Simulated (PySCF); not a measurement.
# [Ti(NH2)4] (charge 0, multiplicity 1)

Level of theory: TPSSh-D3(BJ)/def2-TZVP // BP86-D3(BJ)/def2-SVP (PySCF 2.14.0).

| Item | Value |
|---|---|
| HOMO | -6.01 eV |
| dipole moment | 0.00 D |
| HOMO–LUMO gap | 4.78 eV |
| LUMO | -1.23 eV |
| charge on the central atom (Mulliken) | 1.58 e |
| charge on the central atom (meta-Löwdin) | 1.22 e |
| total energy | -1073.5545 Ha |
| cost | about 8 core-minutes (a rough figure) |

```xyz
13

Ti    -0.0426     0.0994     0.0258
N      1.8252    -0.0657    -0.2751
H      2.4244    -0.8750    -0.0792
H      2.4103     0.7325    -0.5525
N     -0.6485    -1.3340     1.1142
H     -0.8638    -2.2630     0.7307
H     -0.9302    -1.2995     2.1000
N     -0.3768     1.7547     0.8943
H     -1.0871     2.4565     0.6592
H      0.2484     2.1319     1.6177
N     -0.9711     0.0411    -1.6296
H     -0.5786     0.1116    -2.5748
H     -1.9674    -0.2038    -1.6918
```
Charge 0, spin multiplicity 1.
